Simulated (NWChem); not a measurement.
C4H6S; SMILES C1CSC1=C

```xyz
11

C      0.2481    -2.0775     0.0000
C     -0.0385    -0.7765     0.0000
C     -1.3382    -0.0053     0.0000
C     -0.6872     1.3912     0.0000
S      1.0007     0.6613     0.0000
H     -0.5574    -2.8165     0.0000
H      1.2781    -2.4408     0.0000
H     -1.9568    -0.2024     0.8898
H     -1.9568    -0.2024    -0.8898
H     -0.8813     1.9970     0.8961
H     -0.8813     1.9970    -0.8961
```
Atoms are numbered in this order, from 1.

Computed with NWChem. Pople sets run with spherical d functions. STO-3G and 3-21G are far too small for this property and stand as cheap habits. The geometry was optimised at PBE0/def2-SVP. GIAO values for the isolated, static molecule; σ is the absolute isotropic shielding, δ = σ(reference) − σ with the isolated reference molecule computed at the same levels (13C: tetramethylsilane, 1H: tetramethylsilane).

| level | δ C1 (ppm) | δ C2 (ppm) | δ C3 (ppm) | δ C4 (ppm) | σ S5 (ppm) | δ H7 (ppm) | δ H10 (ppm) |
|---|---|---|---|---|---|---|---|
| Hartree-Fock/STO-3G | 106.0 | [?] | [?] | [?] | [?] | [?] | [?] |
| LDA (Slater exchange, VWN5)/pcSseg-1 | 109.5 | 159.4 | 39.7 | 25.6 | 293.1 | 4.88 | 3.02 |
| Hartree-Fock/6-31G* | 105.7 | 144.8 | 32.9 | 19.6 | 484.3 | 4.75 | 2.81 |
| PBE/pcSseg-1 | 105.7 | 153.2 | 40.2 | 26.7 | 310.2 | 4.81 | 2.98 |

**Question.** Fill in the missing entries.

**Answer.** 
- Hartree-Fock/STO-3G, δ C2 (ppm): 141.6
- Hartree-Fock/STO-3G, δ C3 (ppm): 39.2
- Hartree-Fock/STO-3G, δ C4 (ppm): 32.1
- Hartree-Fock/STO-3G, σ S5 (ppm): 621.5
- Hartree-Fock/STO-3G, δ H7 (ppm): 4.94
- Hartree-Fock/STO-3G, δ H10 (ppm): 1.38
